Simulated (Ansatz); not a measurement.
One change: `N=CBN` becomes `BBC=N`.

Ansatz, PBE0-D4/def2-TZVP geometries, multiplicity 1. Each molecule was computed in one conformer, which needn't be the lowest.

| property | `N=CBN` |
| --- | --- |
| LUMO energy (PBE/def2-TZVPP) / eV | -2.21 |
| HOMO energy (PBE0/def2-TZVPP) / eV | -7.18 |
| zero-point energy (PBE0-D4/def2-TZVP) / kJ/mol | 188.4 |
| LUMO energy (ωB97M-V/def2-TZVPP) / eV | 1.01 |
| HOMO energy (B3LYP/def2-TZVPP) / eV | -6.97 |
| HOMO–LUMO gap (PBE/def2-TZVPP) / eV | 3.45 |

**Question.** Give the same properties after the change, and the shifts. (Estimate.)

**Answer.** Ansatz gave: 
```csv
property,`BBC=N`,shift
LUMO energy (PBE/def2-TZVPP) / eV,-3.05,-0.84
HOMO energy (PBE0/def2-TZVPP) / eV,-7.37,-0.19
zero-point energy (PBE0-D4/def2-TZVP) / kJ/mol,163.7,-24.7
LUMO energy (ωB97M-V/def2-TZVPP) / eV,-0.13,-1.14
HOMO energy (B3LYP/def2-TZVPP) / eV,-7.16,-0.19
HOMO–LUMO gap (PBE/def2-TZVPP) / eV,2.95,-0.50
```

With PBE0 the HOMO falls by 0.19 eV and the LUMO falls by 0.91 eV, so the gap narrows by about 0.72 eV. PBE moves the HOMO by -0.34 eV and ωB97M-V by -0.12 eV.

B3LYP here is the variant with VWN-RPA as its local correlation; programs differ in this.
